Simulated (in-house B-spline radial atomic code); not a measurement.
# Ionising Tm3+ with different functionals

Computed with a B-spline radial code for spherical atoms: four-component Dirac-Coulomb Hamiltonian, Fermi nucleus of rms radius 5.2256 fm, spin-restricted, spherical fractional occupations for the functionals, and exact exchange of hybrids averaged over the configuration. The ionisation energy is the difference of two self-consistent energies, [Xe] 4f12 → [Xe] 4f11, without Breit or QED terms; ε is the level of the shell that loses the electron (mean over j). The electron is taken from both j subshells in proportion to 2j + 1, so the result is a j average, not the step between ground levels.

```csv
method,rung,ΔSCF (eV),-ε(4f) (eV)
B3LYP,global hybrid,45.30,38.30
B97-1,global hybrid,45.20,38.35
HSE06,range-separated hybrid,45.05,38.45
LC-wPBE,range-separated hybrid,45.58,40.98
```

Among the functionals, which spreads more, the ΔSCF values or the orbital energies?

The orbital energies: ΔSCF values span about 0.53 eV and the orbital energies 2.69 eV; here energy differences depend much less on the functional than eigenvalues do.

How do they compare with the NIST value?

NIST lists 42.41 eV ± 0.04 (semi-empirical, ground level to ground level). Errors run from +2.64 to +3.17 eV. The correlated functionals all miss on the same side by more than they spread, so the cause is common to them (Breit-QED terms, spin polarisation, the choice among j levels, multiplet and fine-structure energies, or a listed next ion that isn't the cheapest removal here) and closeness doesn't rank the functionals.
